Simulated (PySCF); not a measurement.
## Peak assignment

Numbering as in the mapped SMILES `[CH3:1][C:2]1=[N:3][NH:4][CH2:5][C@H:6]1[CH3:7]`; H(Xn) means a hydrogen on atom n. Ha(C5) is cis to C7 on the ring; Hb(C5) is trans to C7 on the ring.

No solvent model, equivalent nuclei averaged, one conformer, no relativistic terms. Structure optimised with PBE0-D3(BJ)/def2-SVP; B3LYP/pcJ-1 coupling constants (spin–dipole term only in couplings to heteroatoms); σ from GIAO-PBE0/pcSseg-1; PySCF 2.14.0 with density-fitted response routines.

Referencing at the same level of theory: TMS for ¹³C (σ = 184.41 ppm) and ¹H (σ = 31.27 ppm).

Task: Assign these signals to the numbered atoms. ¹³C{¹H} NMR (computed): δ 152.0, 58.3, 43.3, 16.8, 15.5.

Result: 
| δ (ppm) | atoms | environment | reason |
| --- | --- | --- | --- |
| 152.0 | C2 | C=N carbon | – |
| 58.3 | C5 | sp3 CH2 bonded to N | pulled downfield by the heteroatom |
| 43.3 | C6 | sp3 CH in a ring | a saturated carbon with 3 carbon neighbours and no heteroatom attached |
| 16.8 | C7 | methyl carbon | a saturated carbon with 1 carbon neighbour and no heteroatom attached |
| 15.5 | C1 | methyl carbon | – |

C7 and C1 lie closer than the usual error of such a calculation, so a measured spectrum could show them in the other order.

Task: Assign these signals to the numbered atoms. ¹H NMR (400 MHz, computed): δ 4.17 (br s, 1H), 3.43 (m, 1H), 2.57 (m, 1H), 2.54 (m, 1H), 1.85 (d, J = 2.4 Hz, 3H), 1.09 (m, 3H).

Result: 
| δ (ppm) | atoms | environment | reason |
| --- | --- | --- | --- |
| 4.17 | H(N4) | hydrogen on a nitrogen bonded to O or N | exchangeable, gas-phase position |
| 3.43 | Hb(C5) | hydrogen on an sp3 CH2 bonded to N | its carbon carries N, hence the downfield position |
| 2.57 | Ha(C5) | hydrogen on an sp3 CH2 bonded to N | – |
| 2.54 | H(C6) | hydrogen on an sp3 CH in a ring | – |
| 1.85 | H(C1) | hydrogen on a methyl carbon | – |
| 1.09 | H(C7) | hydrogen on a methyl carbon | – |

Ha(C5) and H(C6) lie closer than the usual error of such a calculation, so a measured spectrum could show them in the other order.

OH and NH positions are those of a molecule without intermolecular hydrogen bonds; in solution they move with solvent, concentration and temperature, and exchange usually removes their couplings. Multiplet labels drop couplings under 1 Hz and merge nearly equal ones. Unscaled 3J(H,H) at this level run about 10 % above measured values. Shifts are as computed. Against solution values, carbons near 30 ppm lie about +2 ppm off and those near 130 ppm about +5 ppm. Of 1313 compounds with measured shifts, 239 miss one by over three times the rms of a fit or turn the order of signals round; such compounds aren't used in these exercises. Couplings to exchangeable protons are dropped. Only one conformer was computed, so three-bond couplings in flexible chains and rings are approximate.
